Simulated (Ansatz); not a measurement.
Cost and result for the atomization energy of `C[S][Zn][SH]` (8 atoms, 7 bonds).

```xyz
8

C     0.799    1.099    1.029
S    -0.184   -0.374    1.468
Zn   -0.573   -1.261   -0.461
S    -0.948   -2.179   -2.385
H     1.028    1.603    1.967
H     0.238    1.785    0.396
H     1.736    0.829    0.544
H    -2.097   -1.502   -2.558
```

Charge 0, multiplicity 1. For Zn the d shell is correlated and the shells below it are frozen. Scalar relativity is left out up to krypton. Geometry: relaxed with PBE0-D4/def2-TZVP. It is one conformer, not always the lowest. Program: Ansatz. All runs use 4 threads of a server CPU on a shared host. Times are those of one run each, without the atoms' runs, and a repeat can differ threefold. Electronic energies, without spin–orbit coupling; frozen cores. CCSD(T)/CBS adds CCSD(T) − MP2 in def2-TZVPP to the MP2 limit, and its time is that of the two runs behind it. T1 = 0.014. With those shells the extrapolation isn't a true limit.

CCSD(T)/CBS is a level of theory with its own doubt, some kJ/mol a heavy atom from the limit and from the frozen cores, so smaller differences don't rank the functionals.

```json
{"level": "LDA (SPW92)/def2-TZVPP", "functions": "235", "wall time": "1.1 s", "atomization (kJ/mol)": "2787.7", "difference from CCSD(T)/CBS": "358.1", "per bond": "51.2"}
{"level": "BLYP-D4/def2-TZVPP", "functions": "235", "wall time": "1.8 s", "atomization (kJ/mol)": "2379.1", "difference from CCSD(T)/CBS": "-50.5", "per bond": "-7.2"}
{"level": "PBE-D4/def2-TZVPP (with forces)", "functions": "235", "wall time": "2.1 s", "atomization (kJ/mol)": "2464.1", "difference from CCSD(T)/CBS": "34.5", "per bond": "4.9"}
{"level": "CCSD(T)/def2-SVP", "functions": "101", "wall time": "2.7 s", "atomization (kJ/mol)": "2237.5", "difference from CCSD(T)/CBS": "-192.1", "per bond": "-27.4"}
{"level": "B2PLYP/def2-TZVPP", "functions": "235", "wall time": "4.4 s", "atomization (kJ/mol)": "2378.3", "difference from CCSD(T)/CBS": "-51.3", "per bond": "-7.3"}
{"level": "PBE-QIDH/def2-TZVPP", "functions": "235", "wall time": "4.4 s", "atomization (kJ/mol)": "2425.3", "difference from CCSD(T)/CBS": "-4.3", "per bond": "-0.6"}
{"level": "r2SCAN-D4/def2-TZVPP (with forces)", "functions": "235", "wall time": "4.5 s", "atomization (kJ/mol)": "2453.7", "difference from CCSD(T)/CBS": "24.1", "per bond": "3.5"}
{"level": "r2SCANh-D4/def2-TZVPP", "functions": "235", "wall time": "4.8 s", "atomization (kJ/mol)": "2439.9", "difference from CCSD(T)/CBS": "10.3", "per bond": "1.5"}
{"level": "ωB97X-V/def2-TZVPP", "functions": "235", "wall time": "7 s", "atomization (kJ/mol)": "2449.9", "difference from CCSD(T)/CBS": "20.3", "per bond": "2.9"}
{"level": "ωB97M-V/def2-TZVPP (with forces)", "functions": "235", "wall time": "10 s", "atomization (kJ/mol)": "2442.5", "difference from CCSD(T)/CBS": "12.9", "per bond": "1.8"}
{"level": "MP2/def2-QZVPP", "functions": "417", "wall time": "14 s", "atomization (kJ/mol)": "2439.2", "difference from CCSD(T)/CBS": "9.6", "per bond": "1.4"}
{"level": "CCSD(T)/def2-TZVPP", "functions": "235", "wall time": "95 s", "atomization (kJ/mol)": "2348.5", "difference from CCSD(T)/CBS": "-81.1", "per bond": "-11.6"}
{"level": "CCSD(T)/CBS(def2)", "functions": "–", "wall time": "110 s", "atomization (kJ/mol)": "2429.6", "difference from CCSD(T)/CBS": "0.0", "per bond": "0.0"}
```

At CCSD(T), def2-SVP lies −192.0 kJ/mol from the extrapolated value and def2-TZVPP −81.1 kJ/mol: correlation converges slowly with the basis, and small sets miss more of it in the bonded molecule than in its fragments. From PBE to PBE0 (25 % exact exchange), in def2-TZVPP and without D4, the atomization energy moves by −24.7 kJ/mol: exact exchange takes away binding that semilocal exchange gives to molecules. In def2-TZVPP, CCSD(T) changes the Hartree–Fock value by +601.2 kJ/mol (the triples alone add +40.6 kJ/mol) and MP2 by +642.8 kJ/mol; breaking electron pairs costs correlation energy, which Hartree–Fock lacks.
